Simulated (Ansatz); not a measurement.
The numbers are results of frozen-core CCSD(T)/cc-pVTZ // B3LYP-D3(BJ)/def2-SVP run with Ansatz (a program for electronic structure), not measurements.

Ansatz 0.2 input:
```yaml
crystal:
  periodic: [false, false, false]
  atoms:
    - { symbol: B, position_ang: [-0.022379, -0.159257, -0.123624] }
    - { symbol: C, position_ang: [0.71256, 0.356759, -1.448064] }
    - { symbol: H, position_ang: [0.572172, -0.39693, -2.244232] }
    - { symbol: H, position_ang: [1.800774, 0.483703, -1.319241] }
    - { symbol: H, position_ang: [0.301992, 1.30185, -1.849513] }
    - { symbol: C, position_ang: [0.667986, -1.362133, 0.674909] }
    - { symbol: H, position_ang: [0.227577, -1.550222, 1.671771] }
    - { symbol: H, position_ang: [1.756206, -1.231815, 0.800462] }
    - { symbol: H, position_ang: [0.523709, -2.294596, 0.099361] }
    - { symbol: C, position_ang: [-1.629424, -0.12561, -0.129991] }
    - { symbol: H, position_ang: [-1.993523, -0.932344, -0.791966] }
    - { symbol: H, position_ang: [-2.059216, 0.81101, -0.531809] }
    - { symbol: H, position_ang: [-2.08854, -0.315878, 0.858102] }
    - { symbol: O, position_ang: [0.353857, 1.266154, 1.039774] }
    - { symbol: H, position_ang: [-0.118249, 1.058323, 1.861074] }
    - { symbol: H, position_ang: [-0.108828, 2.03228, 0.666158] }
basis:
  gaussian: { orbitals: cc-pVTZ }
correlation:
  method: ccsd_t
```

Output:

```
Functional definition: HF
1704 factors; integrals over basis functions are off by at most 1.1e-3 eV
mean field evaluation 1: about -5970.9723 eV, gradient 4.8e1 eV
mean field evaluation 2: about -5971.1588 eV, gradient 4.8e1 eV
mean field evaluation 4: about -5976.8138 eV, gradient 4.5e0 eV
mean field evaluation 8: about -5976.8886 eV, gradient 2.9e-1 eV
mean field evaluation 16: about -5970.9716 eV, gradient 4.8e1 eV
mean field -5976.88892123 eV, -219.6466165746 hartree, gradient 1.1e-6 eV, S^2 0.000000; 0 other end points of the search recorded, 0 dependent functions left out
5 core orbitals not correlated
reference -5976.88892123 eV, -219.6466165746 hartree; 16, 16 occupied and 283, 283 virtual orbitals, 1704 factors
second order -25.02621997 eV of doubles, -0.00000000 eV of singles
cycle   1  -25.83434134 eV  change   -8.1e-1 eV  update   9.3e-2
cycle   2  -26.40515047 eV  change   -5.7e-1 eV  update   2.6e-2
cycle   3  -26.49727172 eV  change   -9.2e-2 eV  update   1.1e-2
cycle   4  -26.49222966 eV  change    5.0e-3 eV  update   2.3e-3
cycle   5  -26.49242233 eV  change   -1.9e-4 eV  update   8.8e-4
cycle   6  -26.49258630 eV  change   -1.6e-4 eV  update   2.2e-4
cycle   7  -26.49248351 eV  change    1.0e-4 eV  update   8.2e-5
cycle   8  -26.49248075 eV  change    2.8e-6 eV  update   2.7e-5
perturbative correction -0.97415696 eV, -0.0357996080 hartree
Total energy: -6004.35555895 eV, -220.6559968930 hartree
```

Cost: very roughly 19 core-minutes.
